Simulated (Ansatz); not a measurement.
Cd₆CuTe₆Cl₂ was relaxed with PBE-D4 (def2-SVP) in Ansatz in these states: charge +1 singlet, neutral doublet. The geometries follow in no particular order.

In the def2 sets Cd, Te take a core potential; there is no spin–orbit coupling. Single mean-field runs in def2-SVP are fitted with def2-universal-jkfit.

A:

```xyz
15

Cd    0.4064   -3.3682   -0.1556
Cd    2.0624    2.6385   -1.1014
Cd    1.7394   -0.2450    0.6530
Cu   -0.8935    0.2529   -1.8227
Cd   -2.5699   -1.5654   -0.2494
Cd   -1.4106    1.8711    0.5469
Cd   -0.6153   -1.7002    2.6098
Te    0.0926    2.4354   -2.9971
Te    1.1068   -1.3493   -1.8646
Te   -1.9826   -3.7524    1.3054
Te   -0.3164    4.1845   -0.7142
Te    0.1331    0.9278    2.7026
Te   -3.3616    0.8048   -1.1718
Cl    3.6991    1.4818    0.2725
Cl    1.9102   -2.6163    1.9867
```

B:

```csv
atom,x (Å),y (Å),z (Å)
Cd1,2.669,-1.260,-2.098
Cd2,-3.573,1.272,0.021
Cd3,-0.931,0.081,-1.258
Cu4,-0.280,-1.839,0.881
Cd5,2.352,-1.126,1.416
Cd6,-0.963,0.596,2.264
Cd7,2.446,1.587,-0.692
Te8,-2.860,-1.497,0.588
Te9,0.260,-2.442,-1.615
Te10,4.468,-0.304,-0.101
Te11,-3.544,1.619,2.706
Te12,0.007,2.388,0.176
Te13,0.549,-1.512,3.360
Cl14,-3.007,1.382,-2.394
Cl15,2.409,1.055,-3.253
```

Problem. Judge from the bond lengths which geometry belongs to which state (an estimate).

Solution. A is the charge +1 singlet (Cd3–Te8 4.819 Å, Cd3–Cu4 3.648 Å, Cd6–Te8 3.891 Å); B is the neutral doublet (Cd3–Te8 3.101 Å, Cd3–Cu4 2.947 Å, Cd6–Te8 3.284 Å).
